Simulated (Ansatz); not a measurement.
A short molecular-dynamics run on ClH4NOSn (`[NH2][SnH]([OH])[Cl]`).

```yaml
crystal:
  periodic: [false, false, false]
  atoms:
    - {symbol: N, position_ang: [-0.433720, 1.502189, 0.232881]}
    - {symbol: Sn, position_ang: [0.191719, -0.388128, 0.379758]}
    - {symbol: O, position_ang: [1.485692, -0.564916, -1.065700]}
    - {symbol: Cl, position_ang: [-1.454762, -1.978603, -0.124134]}
    - {symbol: H, position_ang: [-1.180472, 1.754378, 0.866675]}
    - {symbol: H, position_ang: [-0.707142, 1.758012, -0.707333]}
    - {symbol: H, position_ang: [0.814936, -0.753815, 1.913798]}
    - {symbol: H, position_ang: [1.375951, -1.386318, -1.551845]}
basis:
  gaussian: {orbitals: def2-SVP}
hamiltonian: {xc: {name: revPBE}, dispersion: d3bjatm}
md: {timestep: 1 fs, n_steps: 50, ensemble: nvt_nose_hoover, temperature: 1000, initial_velocities: maxwell_boltzmann, seed: 556}
```

```sh
$ ansatz run in.yaml --threads 4 --pin off --events-out ev --progress --plain --max-ram 10444MiB
```

| step | time (fs) | potential energy (eV) | kinetic (eV) | T (K) | conserved (eV) |
| --- | --- | --- | --- | --- | --- |
| 0 | 0.0 | -21948.9768 | 0.7756 | 1000 | -21948.2013 |
| 1 | 1.0 | -21948.8973 | 0.7063 | 911 | -21948.1910 |
| 2 | 2.0 | -21948.7308 | 0.5494 | 708 | -21948.1815 |
| 3 | 3.0 | -21948.6109 | 0.4281 | 552 | -21948.1828 |
| 4 | 4.0 | -21948.5286 | 0.3444 | 444 | -21948.1843 |
| 5 | 5.0 | -21948.4549 | 0.2706 | 349 | -21948.1845 |
| 6 | 6.0 | -21948.3854 | 0.2027 | 261 | -21948.1830 |
| 7 | 7.0 | -21948.3540 | 0.1772 | 228 | -21948.1773 |
| 8 | 8.0 | -21948.4390 | 0.2598 | 335 | -21948.1797 |
| 9 | 9.0 | -21948.6002 | 0.4105 | 529 | -21948.1906 |
| 10 | 10.0 | -21948.6942 | 0.5062 | 653 | -21948.1893 |
| 11 | 11.0 | -21948.7339 | 0.5523 | 712 | -21948.1834 |
| 12 | 12.0 | -21948.7944 | 0.6068 | 782 | -21948.1901 |
| 13 | 13.0 | -21948.7967 | 0.6041 | 779 | -21948.1957 |
| 14 | 14.0 | -21948.6669 | 0.4792 | 618 | -21948.1914 |
| 15 | 15.0 | -21948.4774 | 0.3011 | 388 | -21948.1806 |
| 16 | 16.0 | -21948.3988 | 0.2310 | 298 | -21948.1724 |
| 17 | 17.0 | -21948.5490 | 0.3736 | 482 | -21948.1805 |
| 18 | 18.0 | -21948.8029 | 0.6100 | 787 | -21948.1988 |
| 19 | 19.0 | -21948.8979 | 0.7058 | 910 | -21948.1990 |
| 20 | 20.0 | -21948.8149 | 0.6380 | 823 | -21948.1849 |
| 21 | 21.0 | -21948.7312 | 0.5561 | 717 | -21948.1841 |
| 22 | 22.0 | -21948.6676 | 0.4902 | 632 | -21948.1874 |
| 23 | 23.0 | -21948.5726 | 0.3979 | 513 | -21948.1856 |
| 24 | 24.0 | -21948.4610 | 0.2895 | 373 | -21948.1830 |
| 25 | 25.0 | -21948.3745 | 0.2076 | 268 | -21948.1789 |
| 26 | 26.0 | -21948.3766 | 0.2121 | 274 | -21948.1770 |
| 27 | 27.0 | -21948.4877 | 0.3160 | 407 | -21948.1848 |
| 28 | 28.0 | -21948.5995 | 0.4231 | 545 | -21948.1905 |
| 29 | 29.0 | -21948.6409 | 0.4732 | 610 | -21948.1829 |
| 30 | 30.0 | -21948.7103 | 0.5453 | 703 | -21948.1816 |
| 31 | 31.0 | -21948.8259 | 0.6517 | 840 | -21948.1924 |
| 32 | 32.0 | -21948.8440 | 0.6673 | 860 | -21948.1967 |
| 33 | 33.0 | -21948.7009 | 0.5316 | 685 | -21948.1911 |
| 34 | 34.0 | -21948.4902 | 0.3348 | 432 | -21948.1785 |
| 35 | 35.0 | -21948.4043 | 0.2576 | 332 | -21948.1706 |
| 36 | 36.0 | -21948.5516 | 0.3956 | 510 | -21948.1809 |
| 37 | 37.0 | -21948.7805 | 0.6092 | 786 | -21948.1979 |
| 38 | 38.0 | -21948.8474 | 0.6784 | 875 | -21948.1977 |
| 39 | 39.0 | -21948.7472 | 0.5950 | 767 | -21948.1832 |
| 40 | 40.0 | -21948.6666 | 0.5172 | 667 | -21948.1823 |
| 41 | 41.0 | -21948.6235 | 0.4696 | 606 | -21948.1884 |
| 42 | 42.0 | -21948.5276 | 0.3769 | 486 | -21948.1867 |
| 43 | 43.0 | -21948.3884 | 0.2439 | 315 | -21948.1817 |
| 44 | 44.0 | -21948.2793 | 0.1401 | 181 | -21948.1772 |
| 45 | 45.0 | -21948.2704 | 0.1326 | 171 | -21948.1763 |
| 46 | 46.0 | -21948.3711 | 0.2280 | 294 | -21948.1824 |
| 47 | 47.0 | -21948.4917 | 0.3428 | 442 | -21948.1894 |
| 48 | 48.0 | -21948.5405 | 0.3972 | 512 | -21948.1855 |
| 49 | 49.0 | -21948.5817 | 0.4483 | 578 | -21948.1776 |
| 50 | 50.0 | -21948.7147 | 0.5735 | 739 | -21948.1877 |

Velocities are drawn at the set temperature; a run this short doesn't reach equilibrium.

Frames (Å, forces in eV/Å):

```xyz
8
time=0.0 fs
N    -0.434    1.502    0.233    0.439    0.573    0.170
Sn    0.192   -0.388    0.380   -0.154   -0.210    0.754
O     1.486   -0.565   -1.066    1.000    0.604   -0.567
Cl   -1.455   -1.979   -0.124   -0.602   -0.575   -0.166
H    -1.180    1.754    0.867   -0.507    0.170    0.416
H    -0.707    1.758   -0.707   -0.194    0.151   -0.620
H     0.815   -0.754    1.914    0.148   -0.048    0.358
H     1.376   -1.386   -1.552   -0.129   -0.665   -0.345
8
time=2.0 fs
N    -0.428    1.491    0.243    0.940    1.107   -3.481
Sn    0.190   -0.387    0.379    0.408   -0.748    2.431
O     1.472   -0.567   -1.068    1.080   -0.040   -1.115
Cl   -1.450   -1.978   -0.127   -0.630   -0.622   -0.141
H    -1.144    1.802    0.830   -1.772    0.627    1.631
H    -0.708    1.783   -0.761    0.579   -0.620    1.753
H     0.866   -0.725    2.088   -0.481    0.234   -1.275
H     1.431   -1.414   -1.555   -0.124    0.063    0.197
8
time=4.0 fs
N    -0.420    1.483    0.245   -1.063    2.339   -1.816
Sn    0.189   -0.387    0.379    0.602   -0.991    3.073
O     1.461   -0.570   -1.072    1.191   -0.573   -1.507
Cl   -1.446   -1.979   -0.129   -0.655   -0.661   -0.122
H    -1.165    1.870    0.848    0.269   -0.403    0.063
H    -0.689    1.785   -0.754    0.546   -0.622    1.565
H     0.899   -0.688    2.215   -0.686    0.247   -1.856
H     1.481   -1.439   -1.552   -0.204    0.664    0.600
8
time=6.0 fs
N    -0.415    1.481    0.242   -1.628    2.346    1.627
Sn    0.188   -0.386    0.380    0.702   -0.991    3.223
O     1.452   -0.573   -1.080    1.150    0.007   -1.154
Cl   -1.443   -1.980   -0.132   -0.664   -0.673   -0.104
H    -1.179    1.923    0.871    1.508   -1.183   -0.912
H    -0.651    1.766   -0.693   -0.126    0.198   -1.014
H     0.907   -0.642    2.273   -0.718    0.170   -1.990
H     1.524   -1.442   -1.527   -0.225    0.127    0.324
8
time=8.0 fs
N    -0.415    1.486    0.244   -0.562    1.310    2.608
Sn    0.187   -0.386    0.381    0.768   -0.793    3.084
O     1.447   -0.576   -1.091    0.908    0.972   -0.566
Cl   -1.441   -1.982   -0.135   -0.653   -0.662   -0.087
H    -1.140    1.933    0.862    0.828   -0.817   -0.400
H    -0.616    1.755   -0.670   -0.499    0.745   -2.589
H     0.887   -0.589    2.254   -0.674    0.057   -1.925
H     1.558   -1.441   -1.491   -0.115   -0.811   -0.124
8
time=10.0 fs
N    -0.415    1.494    0.251    1.263    0.384   -2.280
Sn    0.187   -0.386    0.384    0.691   -0.495    2.526
O     1.444   -0.578   -1.104    0.801    0.558   -0.614
Cl   -1.439   -1.984   -0.138   -0.632   -0.643   -0.072
H    -1.074    1.915    0.841   -1.472    0.676    1.427
H    -0.599    1.767   -0.732   -0.004   -0.004    0.423
H     0.842   -0.535    2.163   -0.491   -0.100   -1.487
H     1.587   -1.468   -1.457   -0.156   -0.375    0.076
8
time=12.0 fs
N    -0.413    1.503    0.252    1.080    0.556   -3.679
Sn    0.186   -0.387    0.388    0.281   -0.169    1.032
O     1.442   -0.578   -1.117    0.812   -0.467   -0.772
Cl   -1.438   -1.987   -0.141   -0.601   -0.619   -0.057
H    -1.057    1.919    0.869   -1.354    0.667    1.087
H    -0.582    1.782   -0.782    0.072   -0.309    2.115
H     0.779   -0.484    2.017    0.028   -0.311   -0.115
H     1.610   -1.507   -1.420   -0.318    0.651    0.389
8
time=14.0 fs
N    -0.407    1.514    0.245   -0.700    1.348   -0.479
Sn    0.186   -0.387    0.392   -0.574    0.165   -1.791
O     1.443   -0.579   -1.133    0.596   -0.476   -0.455
Cl   -1.437   -1.991   -0.144   -0.560   -0.581   -0.044
H    -1.088    1.946    0.934    0.760   -0.647   -1.164
H    -0.564    1.786   -0.758   -0.249    0.081    1.118
H     0.718   -0.445    1.870    1.001   -0.517    2.562
H     1.622   -1.524   -1.369   -0.273    0.628    0.252
8
time=16.0 fs
N    -0.404    1.529    0.236   -0.644    0.484    3.091
Sn    0.185   -0.388    0.395   -1.031    0.487   -3.550
O     1.445   -0.581   -1.150    0.162    0.442    0.085
Cl   -1.438   -1.996   -0.147   -0.503   -0.525   -0.021
H    -1.093    1.950    0.959    1.258   -0.893   -1.723
H    -0.556    1.794   -0.697   -0.762    0.931   -1.855
H     0.694   -0.425    1.818    1.526   -0.569    4.052
H     1.623   -1.520   -1.309   -0.005   -0.357   -0.080
8
time=18.0 fs
N    -0.401    1.544    0.234    0.664   -0.445    1.230
Sn    0.185   -0.388    0.398   -0.247    0.731   -1.732
O     1.447   -0.582   -1.166   -0.089    0.575    0.397
Cl   -1.438   -2.001   -0.150   -0.439   -0.467    0.018
H    -1.055    1.923    0.924   -0.145   -0.010   -0.157
H    -0.576    1.835   -0.696   -0.588    0.647   -1.387
H     0.725   -0.427    1.911    0.716   -0.458    1.821
H     1.625   -1.528   -1.252    0.128   -0.573   -0.190
8
time=20.0 fs
N    -0.397    1.559    0.236    2.082   -0.670   -3.434
Sn    0.184   -0.388    0.400    0.564    0.845    0.246
O     1.449   -0.582   -1.182   -0.056   -0.500    0.603
Cl   -1.440   -2.007   -0.153   -0.382   -0.416    0.054
H    -1.025    1.897    0.885   -2.173    1.086    2.031
H    -0.616    1.899   -0.744    0.106   -0.483    1.304
H     0.783   -0.446    2.074   -0.156   -0.294   -0.580
H     1.630   -1.554   -1.201    0.014    0.432   -0.225
8
time=22.0 fs
N    -0.388    1.572    0.229    0.060    0.619   -1.837
Sn    0.183   -0.387    0.401    0.896    0.842    0.956
O     1.451   -0.583   -1.196   -0.100   -0.972    0.874
Cl   -1.441   -2.013   -0.156   -0.331   -0.366    0.084
H    -1.067    1.906    0.911   -0.336    0.058    0.215
H    -0.654    1.946   -0.748    0.365   -0.883    1.700
H     0.837   -0.476    2.219   -0.550   -0.146   -1.643
H     1.636   -1.565   -1.159   -0.004    0.847   -0.348
8
time=24.0 fs
N    -0.379    1.587    0.218   -1.325    0.821    1.719
Sn    0.183   -0.387    0.404    0.957    0.846    0.983
O     1.453   -0.586   -1.208   -0.361   -0.220    1.060
Cl   -1.443   -2.019   -0.159   -0.273   -0.298    0.112
H    -1.122    1.918    0.947    1.480   -0.787   -1.427
H    -0.680    1.962   -0.692   -0.004   -0.382   -0.093
H     0.871   -0.513    2.303   -0.672   -0.036   -1.951
H     1.643   -1.547   -1.131    0.198    0.057   -0.403
8
time=26.0 fs
N    -0.373    1.604    0.210   -0.618   -0.182    3.592
Sn    0.183   -0.386    0.406    0.944    0.859    0.762
O     1.454   -0.590   -1.218   -0.640    0.663    1.129
Cl   -1.445   -2.026   -0.162   -0.209   -0.210    0.140
H    -1.126    1.902    0.933    1.413   -0.673   -1.122
H    -0.706    1.964   -0.642   -0.609    0.324   -2.176
H     0.879   -0.550    2.313   -0.689    0.044   -1.980
H     1.657   -1.527   -1.117    0.408   -0.826   -0.345
8
time=28.0 fs
N    -0.368    1.620    0.212    0.741   -0.470    0.077
Sn    0.183   -0.385    0.409    0.893    0.791    0.356
O     1.453   -0.592   -1.225   -0.549    0.102    1.249
Cl   -1.448   -2.033   -0.165   -0.144   -0.112    0.168
H    -1.080    1.862    0.881   -0.640    0.169    0.989
H    -0.752    1.974   -0.664    0.085   -0.368   -0.699
H     0.861   -0.587    2.247   -0.624    0.096   -1.786
H     1.686   -1.535   -1.117    0.237   -0.208   -0.354
8
time=30.0 fs
N    -0.362    1.636    0.214    1.315   -0.398   -2.913
Sn    0.183   -0.384    0.412    0.652    0.705   -0.541
O     1.451   -0.594   -1.229   -0.288   -0.749    1.320
Cl   -1.451   -2.041   -0.168   -0.082   -0.009    0.194
H    -1.059    1.828    0.865   -2.008    0.620    2.145
H    -0.795    1.971   -0.712    0.859   -0.970    1.171
H     0.819   -0.620    2.114   -0.349    0.067   -1.029
H     1.724   -1.549   -1.130   -0.100    0.734   -0.347
8
time=32.0 fs
N    -0.352    1.650    0.209   -0.911   -0.098   -0.475
Sn    0.184   -0.382    0.414   -0.043    0.817   -2.511
O     1.449   -0.598   -1.230   -0.297   -0.484    1.223
Cl   -1.453   -2.048   -0.170   -0.028    0.095    0.212
H    -1.102    1.815    0.920    0.353    0.055   -0.336
H    -0.808    1.933   -0.721    0.708   -0.761    1.198
H     0.765   -0.650    1.945    0.377   -0.197    0.899
H     1.758   -1.539   -1.157   -0.159    0.573   -0.208
8
time=34.0 fs
N    -0.345    1.664    0.203   -1.214   -0.656    2.583
Sn    0.185   -0.380    0.416   -0.997    1.235   -5.050
O     1.445   -0.603   -1.228   -0.631    0.644    1.060
Cl   -1.456   -2.055   -0.172    0.012    0.199    0.218
H    -1.136    1.804    0.967    1.622   -0.119   -1.727
H    -0.795    1.866   -0.688   -0.288   -0.108   -0.531
H     0.726   -0.690    1.811    1.382   -0.755    3.481
H     1.788   -1.509   -1.191    0.114   -0.440   -0.034
8
time=36.0 fs
N    -0.340    1.676    0.204   -0.157   -1.136    3.054
Sn    0.185   -0.378    0.417   -0.844    1.080   -4.668
O     1.440   -0.606   -1.223   -0.662    0.919    0.926
Cl   -1.459   -2.062   -0.174    0.042    0.295    0.225
H    -1.113    1.791    0.952    1.070    0.067   -1.235
H    -0.793    1.794   -0.674   -0.853    0.158   -1.556
H     0.738   -0.757    1.803    1.287   -0.780    3.180
H     1.821   -1.493   -1.227    0.117   -0.603    0.073
8
time=38.0 fs
N    -0.336    1.685    0.212    1.291   -1.408   -1.281
Sn    0.185   -0.375    0.415    0.216    0.106   -1.955
O     1.434   -0.608   -1.216   -0.144    0.068    0.711
Cl   -1.462   -2.069   -0.176    0.072    0.379    0.236
H    -1.053    1.780    0.894   -1.431    0.478    1.192
H    -0.819    1.727   -0.711    0.130    0.077    0.293
H     0.796   -0.852    1.910    0.250   -0.042    0.590
H     1.858   -1.498   -1.260   -0.382    0.342    0.214
8
time=40.0 fs
N    -0.329    1.690    0.217    1.289   -1.517   -3.145
Sn    0.186   -0.372    0.413    0.854   -0.716   -0.152
O     1.427   -0.609   -1.207    0.127   -0.174    0.479
Cl   -1.465   -2.075   -0.177    0.102    0.448    0.244
H    -1.044    1.787    0.878   -2.096    0.535    1.788
H    -0.841    1.664   -0.740    0.750    0.242    1.478
H     0.865   -0.950    2.044   -0.426    0.539   -1.028
H     1.880   -1.491   -1.285   -0.600    0.644    0.336
8
time=42.0 fs
N    -0.318    1.691    0.214   -1.193   -1.011   -0.160
Sn    0.186   -0.370    0.411    1.017   -1.198    0.651
O     1.420   -0.610   -1.197   -0.197    0.676    0.386
Cl   -1.467   -2.081   -0.178    0.134    0.505    0.248
H    -1.106    1.812    0.921    0.682    0.017   -0.716
H    -0.837    1.609   -0.716    0.422    0.406    0.879
H     0.919   -1.028    2.141   -0.671    0.791   -1.587
H     1.882   -1.462   -1.298   -0.194   -0.186    0.298
8
time=44.0 fs
N    -0.311    1.690    0.210   -1.448   -0.542    2.458
Sn    0.187   -0.368    0.410    0.979   -1.459    1.050
O     1.413   -0.610   -1.186   -0.490    1.418    0.311
Cl   -1.470   -2.087   -0.179    0.166    0.558    0.252
H    -1.146    1.839    0.942    1.877   -0.292   -1.617
H    -0.819    1.570   -0.662   -0.562    0.368   -0.959
H     0.948   -1.076    2.179   -0.734    0.877   -1.701
H     1.876   -1.441   -1.299    0.212   -0.929    0.206
8
time=46.0 fs
N    -0.307    1.686    0.213   -0.655   -0.564    2.058
Sn    0.188   -0.366    0.408    0.827   -1.566    1.296
O     1.405   -0.607   -1.175    0.071    0.675   -0.004
Cl   -1.472   -2.091   -0.180    0.194    0.605    0.257
H    -1.119    1.856    0.905    1.198   -0.207   -0.786
H    -0.819    1.544   -0.641   -0.711    0.360   -1.465
H     0.948   -1.091    2.152   -0.730    0.899   -1.656
H     1.876   -1.450   -1.292   -0.194   -0.202    0.299
8
time=48.0 fs
N    -0.305    1.682    0.221    0.973   -1.450   -2.023
Sn    0.189   -0.365    0.407    0.505   -1.474    1.286
O     1.397   -0.602   -1.163    0.674   -0.151   -0.332
Cl   -1.474   -2.095   -0.180    0.220    0.642    0.261
H    -1.051    1.867    0.843   -1.514    0.433    1.687
H    -0.844    1.533   -0.670    0.378    0.593    0.125
H     0.922   -1.072    2.062   -0.625    0.821   -1.373
H     1.868   -1.468   -1.274   -0.611    0.588    0.370
8
time=50.0 fs
N    -0.300    1.673    0.224    0.695   -1.550   -3.118
Sn    0.191   -0.364    0.407   -0.160   -1.065    0.603
O     1.390   -0.597   -1.152    0.631    0.140   -0.475
Cl   -1.476   -2.099   -0.180    0.245    0.663    0.264
H    -1.035    1.892    0.839   -1.734    0.505    1.853
H    -0.856    1.543   -0.697    0.907    0.640    1.048
H     0.871   -1.022    1.920   -0.218    0.443   -0.417
H     1.839   -1.466   -1.241   -0.365    0.225    0.242
```

It took 43 s on 4 threads of a server CPU on a shared host, with 0.39 GiB of host memory at the peak.
